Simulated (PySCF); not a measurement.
This script is equivalent to a calculation on Cr (chromium, neutral).

```python
from pyscf import gto, scf, dft, mp, cc
import basis_set_exchange as bse
mol = gto.M(atom="Cr 0 0 0", charge=0, spin=6, symmetry="D2h",
            basis=gto.basis.parse(bse.get_basis("aug-cc-pVTZ", elements=["Cr"], fmt="nwchem")))
mf = dft.UKS(mol, xc="M062X")
mf.irrep_nelec = {'Ag': (6, 3), 'B1g': (1, 0), 'B2g': (1, 0), 'B3g': (1, 0), 'B1u': (2, 2), 'B2u': (2, 2), 'B3u': (2, 2)}
mf.kernel()
```

Q: What total energy does it give?

A: -1044.387 hartree (calculated).

Q: Which occupied shell lies highest, and where?

A: 4s α, at -5.080 eV.

Q: What is ⟨S²⟩, and what would a pure spin state give?

A: 12.000, against 12.00.
